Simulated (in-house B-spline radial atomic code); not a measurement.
What moves the levels of Ne4+ ([He] 2s2 2p2)? Level of theory: Dirac-Hartree-Fock, average of configuration, Fermi nucleus of rms radius 3.0055 fm; calculated with a B-spline radial code for spherical atoms.

Baseline run (computed): total energy -120.6168 hartree, 1s1/2 at -37.29601 hartree, 2p3/2 at -125.14 eV with <r> = 0.703 bohr.

Scaling the speed of light c (a factor of 100 is close to the non-relativistic limit):

```
c/c0  ΔE (hartree)  2p3/2 level (eV)  2p3/2 <r> (bohr)
 0.9      -0.03452          -125.133             0.703
0.98     -0.006065          -125.141             0.703
1.02     0.0057106          -125.144             0.703
   2       0.11009          -125.173             0.703
 100       0.14668          -125.183             0.703
```

The nuclear charge is raised by 0.1. What does the Hellmann-Feynman theorem predict for the energy, and what is found?

dE/dZ ≈ -Σ<1/r>, which is -26.7773 at the start and -27.0796 at the end; their mean times 0.1 is -2.6928 hartree, and the two runs differ by -2.6928 hartree.
